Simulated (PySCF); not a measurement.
# Correlation energy of Sb(3+) (antimony, charge +3)

Starting occupation: [Kr] 4d9 5s2 5p1, 4d3/2 with m_j = -3/2, -1/2, +1/2, +3/2, 4d5/2 with m_j = -3/2, -1/2, +1/2, +3/2, +5/2, 5p3/2 with m_j = +3/2. All numbers are calculated (PySCF 2.14, X2C-1e with screened-nucleus spin-orbit coupling, Gaussian nucleus, in x2c-TZVPall-2c with one added diffuse shell each of s, p, d, f type (9s10p6d3f, 90 functions)). Frozen: [Ar] 3d10; 20 electrons correlated; the 6 highest virtual spinors left out.

MP2 pair energies summed by pair of shells (mhartree):

| pair | energy | share (%) |
| --- | --- | --- |
| 4d3/2-4d5/2 | -61.91 | 17.0 |
| 4d5/2-5s1/2 | -35.51 | 9.8 |
| 4d5/2-4d5/2 | -34.00 | 9.3 |
| 4d5/2-4p3/2 | -30.06 | 8.3 |
| 4d3/2-5s1/2 | -26.89 | 7.4 |
| 4d3/2-4p3/2 | -21.31 | 5.9 |
| 4d3/2-4d3/2 | -21.05 | 5.8 |
| 5s1/2-5s1/2 | -19.83 | 5.5 |
| 5p3/2-5s1/2 | -18.33 | 5.0 |
| 4p3/2-4p3/2 | -9.86 | 2.7 |
| 4d5/2-4p1/2 | -9.74 | 2.7 |
| 4p1/2-4p3/2 | -9.51 | 2.6 |
| 4d5/2-5p3/2 | -9.04 | 2.5 |
| 4p3/2-5s1/2 | -8.56 | 2.4 |
| 4d3/2-5p3/2 | -7.80 | 2.1 |
| 4d3/2-4p1/2 | -7.23 | 2.0 |
| 4p3/2-4s1/2 | -6.56 | 1.8 |
| 4d5/2-4s1/2 | -6.35 | 1.7 |
| 4d3/2-4s1/2 | -5.05 | 1.4 |
| 4p3/2-5p3/2 | -3.62 | 1.0 |
| 4p1/2-4s1/2 | -3.16 | 0.9 |
| 4p1/2-5s1/2 | -2.64 | 0.7 |
| 4p1/2-4p1/2 | -2.11 | 0.6 |
| 4s1/2-4s1/2 | -1.56 | 0.4 |
| 4s1/2-5s1/2 | -1.03 | 0.3 |
| 4p1/2-5p3/2 | -0.84 | 0.2 |
| 4s1/2-5p3/2 | -0.31 | 0.1 |

Total MP2 correlation energy: -363.86 mhartree.

This basis was not built for core-valence correlation, so the inner-shell part is incomplete.
